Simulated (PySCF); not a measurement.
**Ir: interval between two levels**

Ir [Xe] 4f14 5d7 6s2 [4F9/2, M_J = 9/2] → Ir [Xe] 4f14 5d7 6s1 6p1 [6G13/2, M_J = 13/2], as a difference of total energies. All numbers are calculated (PySCF 2.14, the two-component X2C-1e Hamiltonian, in x2c-SVPall-2c with one added diffuse shell each of s, d type (8s9p10d2f, 99 functions)). Correlated levels: [Kr] 4d10 4f14 frozen; the 22 highest virtual spinors dropped. "Screened" scales the spin-orbit matrix elements by Boettger's factors to mimic the two-electron term; Breit and QED terms are absent.

```tsv
method	interval between two levels (cm⁻¹)
GHF (spin-free)	21259
GMP2 (spin-free)	28711
GHF (screened spin-orbit)	22613
GMP2 (screened spin-orbit)	30186
```

The labels give the starting determinants; with spin-orbit coupling the two ends relaxed to ⟨J²⟩ = 24.77, ⟨L²⟩ = 13.11, ⟨S²⟩ = 3.53 and ⟨J²⟩ = 48.77, ⟨L²⟩ = 21.10, ⟨S²⟩ = 8.40.
